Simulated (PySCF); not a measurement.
C5H6NO3 (doublet state).
Cartesian coordinates in Å at the GFN2-xTB level; atoms count from 1:
```
atom  x, y, z in Å
C1     2.6467    0.3777   -0.2695
N2     1.5673    0.0231   -0.7957
C3     0.3384    0.1123   -0.0619
C4    -0.5424    1.1362   -0.6795
O5    -1.8849    0.9850   -0.6661
C6    -2.4975   -0.0481   -0.0512
O7    -3.6719   -0.0123    0.1668
O8    -1.7462   -1.0992    0.3069
C9    -0.4249   -1.2201   -0.1879
H10    3.5469    0.3065   -0.8604
H11    2.7440    0.7548    0.7533
H12    0.5041    0.3315    1.0155
H13   -0.1894    1.8878   -1.3598
H14   -0.4357   -1.5185   -1.2428
H15    0.0413   -2.0088    0.4048
```

The hyperfine couplings belong to this conformer and change with its torsions.

As a line formula: `O=C1OC[C@H]([CH]O1)N=C` [radical].

Level of theory: UKS B3LYP, pcH-1 on C H N O, non-relativistic, mean-field spin-orbit, GIAO (PySCF). Geometry: GFN2-xTB, one conformer, isolated molecule. A GFN2-xTB geometry isn't a minimum of the functional, and hyperfine couplings can be far from their values at a DFT geometry. No stability test was run, so a lower SCF solution isn't excluded.

The largest Mulliken spin population is on C4 (+0.91). The angles at C4 add up to 358.3°, so it is nearly planar; its axial dipolar tensor and the negative coupling of its proton fit spin in a p orbital normal to that plane.

Problem. Find Q in a(H) = Q·ρ(C) for the protons on the planar carbons that carry spin.

Solution. 
```
  H   C    ρ(C)  a(H) (G)  a/ρ (G)
H13  C4  +0.906    -21.94    -24.2
```

One proton gives one ratio, Q = -24.2 G, and no test of linearity.

Couplings in gauss use g_iso = 2.0030.
